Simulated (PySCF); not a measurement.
# Excited states of As⁵⁺ (arsenic, charge +5)

Ground state [Ar] 3d10, ¹S. Calculation: PySCF 2.14, in x2c-SVPall with two added diffuse shells each of s, p, d type (7s6p5d, 50 functions); scalar relativity by spin-free X2C-1e. Vertical excitation energies in eV without spin-orbit coupling; excited terms of each kind are numbered among those the solver found. Frozen: [Ar].

```csv
term,leading excitation,EOM-EE-CCSD
1 3D,3d → s,41.805
1 1D,3d → s,42.413
1 3P°,3d → p,54.495
1 3F°,3d → p,55.029
1 1F°,3d → p,55.398
1 1D°,3d → p,55.962
1 3D°,3d → p,55.968
1 1P°,3d → p,56.048
1 3G,3d → d,74.447
1 1G,3d → d,74.678
```

The solver can miss terms.
